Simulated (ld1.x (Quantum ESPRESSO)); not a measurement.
The numbers below are computed, except where a source is named.
Potentials for oxygen compared

Generated with ld1.x 7.5 (TM, RRKJ, ultrasoft, PAW), atompaw 4.2 or ONCVPSP 4.0.1. The cutoff is in Ry: for ld1.x and atompaw files where the sum of valence levels is converged to 10 mRy in a Bessel basis, for ONCV files where the hardest occupied wave has 1 mHa per electron of residual kinetic energy. The error is the largest all-electron minus pseudo excitation energy over each file’s own four to seven test configurations (ionisations up to +4, promotions, holes and added fractions of an electron), all of which were solved. The labels leave out finer settings (local radius, basis sizes, second energies), which also bear on the numbers. Spin-polarised tests are not counted. The rows are a selection from randomly drawn settings: files with unsolved tests, undetermined cutoffs or missed reference levels are left out.

```csv
potential,cutoff (Ry),largest error (meV),bound ghosts
"TM semilocal, PBE, scalar-relativistic, rc 0.65/1.55/1.65 (spd), local p, core correction no, reference 2s1.75 2p4.25",140,+905,none
"TM, PBE, fully relativistic, rc 0.75/1.65 (sp), local smoothed, core correction yes, reference 2s1.5 2p4.5",80,+1786,none
"TM, PBE, fully relativistic, rc 0.80/1.60/1.40 (spd), local smoothed, core correction no, reference 2s2 2p4",80,+2912,none
"PAW, revPBE, scalar-relativistic, rc 0.65/1.50 (sp), local smoothed, core correction yes, reference 2s2 2p3",80,-17,none
"TM, LDA (PZ), scalar-relativistic, rc 0.75/0.95 (sp), local smoothed, core correction no, reference 2s2 2p3.5",140,+59,none
"RRKJ, LDA (PZ), scalar-relativistic, rc 1.00/1.50 (sp), local s, core correction no, reference 2s2 2p4",60,+1021,none
"PAW, LDA (PZ), non-relativistic, rc 0.80/1.00/1.00 (spd), local smoothed, core correction yes, reference 2s2 2p3",70,-16,none
```

Question: Fill in the row for O: TM, PBE, scalar-relativistic, rc 0.80/1.25 (sp), local p, core correction no, reference 2s2 2p3.

Answer: cutoff 90 Ry, largest error +1031 meV, bound ghosts: none.
